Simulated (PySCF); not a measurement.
Gas-phase reaction: 2 WO2Cl2 + O2 ⇌ W2O6 + 2 Cl2

Computed with PySCF and rigid-rotor harmonic-oscillator thermochemistry at 1 bar. † marks an energy on the PBE0/def2-TZVP geometry and frequencies; other levels use their own. MP2 freezes the core. Open shells (unrestricted): O2 (multiplicity 3); the rest are closed-shell singlets. W: scalar-relativistic def2 core potential, no spin-orbit coupling. W2O6: computed as isolated molecules; such fragments, hydroxides, amides, oligomers or adducts are transient or little studied in the gas. MP2 isn't extrapolated to the basis-set limit; its ΔH°(298 K) is 232.8 kJ in def2-SVP and 153.8 kJ in def2-TZVPP. The harmonic model lacks anharmonicity and excited electronic states, which grow with temperature; levels with a mode under 35 cm⁻¹ are left out. Soft modes under 120 cm⁻¹ make the harmonic entropy rough for WO2Cl2, W2O6.

| level | ΔE electronic, kJ | ΔH°(298 K), kJ | ΔS°(298 K), J/K | ΔG°(1600 K), kJ |
|---|---|---|---|---|
| M06-2X/def2-TZVP† | 130 | 130 | -50 | 207 |
| MP2/def2-SVP† | 233 | 233 | -50 | 310 |
| PBE0/def2-TZVP | 166 | 166 | -50 | 244 |
| LDA/def2-TZVP† | 112 | 112 | -50 | 189 |
| ωB97X-V/def2-TZVP† | 149 | 149 | -50 | 226 |
ΔH° is lowest at LDA/def2-TZVP† and highest at MP2/def2-SVP†. No reference value is set beside these.
